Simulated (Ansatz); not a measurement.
`C[SiH]1[SiH2]SS1`. Charge 0, multiplicity 1. The geometry is a stationary point of PBE0-D4/def2-TZVP.

```xyz
11

C    -0.311    1.672    0.572
Si   -0.058    0.363   -0.731
Si    0.880   -1.621    0.020
S    -1.160   -2.125    0.539
S    -1.810   -0.881   -1.042
H     0.628    2.191    0.782
H    -1.044    2.408    0.233
H    -0.675    1.219    1.497
H     0.363    0.975   -2.021
H     1.416   -2.495   -1.057
H     1.770   -1.707    1.209
```

What is the dipole moment at r2SCAN/def2-TZVPP? (Best estimate.)

The calculation gave: 2.54 D, with components (1.76, 1.78, 0.43) D in this frame, pointing from negative to positive charge.

And with PBE, B3LYP, ωB97M-V? (Estimate.)

Ansatz gave: PBE 2.40 D, B3LYP 2.56 D, ωB97M-V 2.61 D.

Give the Mulliken charges with r2SCAN, B3LYP, PBE in def2-TZVPP. (Best estimate.)

Computed: 
```json
{"atom": "C1", "r2SCAN": "-0.27", "B3LYP": "-0.35", "PBE": "-0.34"}
{"atom": "Si2", "r2SCAN": "0.33", "B3LYP": "0.32", "PBE": "0.26"}
{"atom": "Si3", "r2SCAN": "0.29", "B3LYP": "0.27", "PBE": "0.22"}
{"atom": "S4", "r2SCAN": "-0.19", "B3LYP": "-0.19", "PBE": "-0.16"}
{"atom": "S5", "r2SCAN": "-0.19", "B3LYP": "-0.19", "PBE": "-0.16"}
{"atom": "H6", "r2SCAN": "0.08", "B3LYP": "0.10", "PBE": "0.11"}
{"atom": "H7", "r2SCAN": "0.08", "B3LYP": "0.11", "PBE": "0.11"}
{"atom": "H8", "r2SCAN": "0.09", "B3LYP": "0.12", "PBE": "0.12"}
{"atom": "H9", "r2SCAN": "-0.09", "B3LYP": "-0.07", "PBE": "-0.06"}
{"atom": "H10", "r2SCAN": "-0.06", "B3LYP": "-0.05", "PBE": "-0.04"}
{"atom": "H11", "r2SCAN": "-0.07", "B3LYP": "-0.06", "PBE": "-0.05"}
```

B3LYP here is the variant with VWN-RPA as its local correlation; programs differ in this.
